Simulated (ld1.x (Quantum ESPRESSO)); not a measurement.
## Au: one change to a TM potential, before and after

- Element: gold
- Generator: ld1.x (Quantum ESPRESSO) 7.5
- Type: norm-conserving Troullier–Martins (Kleinman–Bylander form)
- Functional: PBE
- Relativity: scalar-relativistic
- Frozen core: [Xe] 4f14
- Valence charge: 11
- Reference configuration: 5d10 6s1 6p0
- Partial waves: 6p (bound, empty): rc 4.00 bohr; 5d (bound): rc 1.60 bohr; 6s (bound): rc 2.45 bohr
- Local potential: the s channel
- Core correction: none

Change: type PAW; waves now 6s (bound): rcut 2.15, rcutus 2.45 bohr; 6s channel at 0.3 Ry: rcut 2.15, rcutus 2.45 bohr; 6p (bound): rcut 3.50, rcutus 4.00 bohr; 6p channel at 0.4 Ry: rcut 3.50, rcutus 4.00 bohr; 5d (bound): rcut 1.40, rcutus 1.60 bohr; 5d channel at 0.05 Ry: rcut 1.40, rcutus 1.60 bohr; local potential all-electron potential smoothed inside 3.70 bohr (lloc = -2); core correction a·sin(br)/r model core, default radius (ld1.x builds one for every PAW set, though the input has nlcc=.false.); augmentation PSQ, inside the norm-conserving radii.

Cutoffs: the cutoffs (Ry, on a coarse ladder) from which the occupation-weighted sum of valence levels, in a spherical-Bessel basis at the reference potential, stays within 10 and 1 mRy of its value at 400 Ry; they do not see the model core or the augmentation charge, which bear on the density cutoff. Errors are all-electron minus pseudo energies relative to the spin-unpolarised reference configuration.

Question: How do hardness, ghosts and transferability respond?

Answer: The potential gets neither clearly harder nor softer (45 Ry and 70 Ry → 40 Ry and 70 Ry); the d channel sets the loose cutoff, while the largest relative change is in s, which becomes softer; of the 7 tests that both files solve, the error grows in 5 and shrinks in 2 by more than 15 % and 0.3 meV (median size 40.2 → 26.4 meV); the range in which the s phases agree widens (upper end 0.7 → 3.8); the range in which the d phases agree widens (upper end 0.5 → 2.6); neither file shows a bound ghost. Several settings change at once here, so the effects cannot be laid on one of them.

| quantity | base | changed |
| --- | --- | --- |
| cutoff, loose | 45 Ry | 40 Ry |
| cutoff, tight | 70 Ry | 70 Ry |
| loose cutoff by channel (10 mRy a level) | d 35 Ry, s 8 Ry | s 6 Ry, d 35 Ry |
| bound ghosts | none | none |
| error for 5d10 6s0 6p0, meV [ΔE 9.41 eV] | -1.1 | -5.2 |
| error for 5d9 6s0 6p0, meV [ΔE 30.62 eV] | -26 | -52 |
| error for 5d8 6s0 6p0, meV [ΔE 64.49 eV] | -224 | -275 |
| error for 5d7 6s0 6p0, meV [ΔE 112.21 eV] | -670 | -807 |
| error for 5d10 6s0.5 6p0, meV [ΔE 3.77 eV] | -1.2 | -1.8 |
| error for 5d9 6s2 6p0, meV [ΔE 1.69 eV] | -54 | -23 |
| error for 5d9 6s1 6p1, meV [ΔE 7.50 eV] | -40 | -26 |
| s: phases at 4.37 bohr within 0.05 rad from the reference energy up to (Ry; the scan ends near 5) | 0.7 | 3.8 |
| p: phases at 4.37 bohr within 0.05 rad from the reference energy up to (Ry; the scan ends near 5) | 1.1 | 1.4 |
| d: phases at 4.37 bohr within 0.05 rad from the reference energy up to (Ry; the scan ends near 5) | 0.5 | 2.6 |
